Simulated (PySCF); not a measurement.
ZrF₂I₂, SMILES [F][Zr]([F])([I])[I], multiplicity 1. Heavy atoms are numbered as in [Zr:1]([F:2])([F:3])([I:4])[I:5].

Coordinates come from a B3LYP-D3(BJ)/def2-SVP optimisation. The spin state was assumed, not searched. The structure was generated by enumeration; whether it is a known compound was not checked. The def2 effective core potentials stand for the cores of I, Zr; spin–orbit coupling is left out.

All values below come from PBE/def2-TZVP in PySCF.

Atomic charges (e), one atom of each kind:

| atom | Mulliken | Löwdin |
|---|---|---|
| Zr1 | ? | -0.07 |
| F2 | ? | -0.17 |
| I4 | ? | 0.21 |

Problem. Fill in the missing entries. (An estimate is asked for; the answer gives what the named calculation found.)

Solution. 
- Zr1, Mulliken: 1.29
- F2, Mulliken: -0.37
- I4, Mulliken: -0.27
